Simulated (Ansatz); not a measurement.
Program: Ansatz. Geometries: PBE0-D4/def2-TZVP. ΔE: electronic, gas phase. CBS: MP2 limit from def2 TZ/QZ plus the TZ coupled-cluster correction, frozen cores. This one scheme is used for every species. Functionals use def2-TZVPP. B3LYP here is the variant with VWN-RPA as its local correlation; programs differ in this. def2 core potentials past Kr. For Sn outer-core shells are correlated without core-valence functions, which leaves a few kJ/mol of doubt a bond. One conformer a species, not always the lowest.

Consider the formal exchange of groups at the Sn–O bond: `[NH2][SnH]([F])[O][SiH3]` + CH₄ → `[CH3][SnH]([NH2])[F]` + `O[SiH3]`.

`[NH2][SnH]([F])[O][SiH3]`:

```xyz
11

N    -0.931   -1.925   -0.061
Sn    0.237   -0.823    1.126
F     2.087   -1.093    0.678
O    -0.076    1.026    0.648
Si    0.041    1.912   -0.721
H    -0.805   -2.923    0.040
H    -0.828   -1.691   -1.041
H     0.067   -1.046    2.790
H    -1.099    2.862   -0.782
H    -0.008    1.027   -1.923
H     1.315    2.675   -0.754
```

CH₄:

```xyz
5

C     0.000    0.000    0.000
H     0.498    0.468    0.849
H    -0.442    0.770   -0.632
H    -0.783   -0.667    0.361
H     0.726   -0.571   -0.578
```

`[CH3][SnH]([NH2])[F]`:

Cartesian coordinates in Å:
```
C -0.654 -0.556 1.357
Sn 0.668 -0.239 -0.270
N -0.040 1.119 -1.556
F 2.202 0.601 0.550
H -0.983 0.411 1.737
H -1.522 -1.135 1.041
H -0.131 -1.089 2.149
H 1.347 -1.566 -1.098
H -0.947 1.518 -1.368
H 0.061 0.936 -2.542
```

`O[SiH3]`:

Cartesian coordinates in Å:
```
O -0.338 0.026 1.236
Si -0.055 -0.077 -0.384
H 0.350 0.398 1.788
H 0.184 1.264 -0.986
H -1.271 -0.682 -0.972
H 1.130 -0.929 -0.682
```

(1) Is it downhill or uphill in electronic energy at CCSD(T)/CBS, and by how much? (An estimate is asked.)

(2) What do these levels give: PBE0-D4, B2PLYP, PBE, B3LYP, HF/def2-TZVPP, SCS-MP2/def2-TZVPP, CCSD/def2-TZVPP, CCSD(T)/def2-TZVPP, HF/def2-QZVPP, MP2/def2-QZVPP, SCS-MP2/def2-QZVPP, MP2/CBS(def2)? (Estimate.)

Largest T1 diagnostic among the species: 0.014.

Results:

(1) Ansatz gave: Uphill: ΔE = +64.7 kJ/mol.

(2) Ansatz gave: PBE0-D4 58.6, B2PLYP 65.9, PBE 56.2, B3LYP 63.2, HF/def2-TZVPP 73.6, SCS-MP2/def2-TZVPP 66.6, CCSD/def2-TZVPP 63.2, CCSD(T)/def2-TZVPP 63.8, HF/def2-QZVPP 75.6, MP2/def2-QZVPP 63.9, SCS-MP2/def2-QZVPP 67.7, MP2/CBS(def2) 63.6 kJ/mol.

The D4 term adds +4.6 kJ/mol with B3LYP and +2.8 kJ/mol with PBE0; it sums over pairs of atoms, weighted by their polarisabilities, and B3LYP, whose exchange is more repulsive, gets the larger term. In def2-TZVPP, CCSD(T) changes the Hartree–Fock value by −9.8 kJ/mol (the triples alone add +0.6 kJ/mol) and MP2 by −11.0 kJ/mol.
